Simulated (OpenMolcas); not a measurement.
A run on Tc5+ among 6 point charges of -1.7 e arranged as a trigonal prism (D3h), 1.92 Å from the ion, with a polar angle of 50.1° against the regular 49.1°.

```json
{"Program": "OpenMolcas 26.06", "Method": "CASSCF", "Basis": "ANO-RCC-VTZP [7s6p4d2f1g]", "Scalar Hamiltonian": "DKH2, point nucleus", "Active space": "2 electrons in 5 orbitals (4d)", "State averaging": "2S+1 = 3 even, 10 roots; 2S+1 = 1 even, 15 roots", "Spin-orbit coupling": "state interaction with AMFI integrals over the reference wave functions"}
```

68 basis functions. Blocks (2S+1, parity, CSFs, roots kept): 3, even, 10, 10; 1, even, 15, 15.

Problem. How long do the RASSCF and RASSI steps take on 1 thread of Arm Neoverse V1, on a shared host?

Solution. About 7 s of wall time, without the integral step.
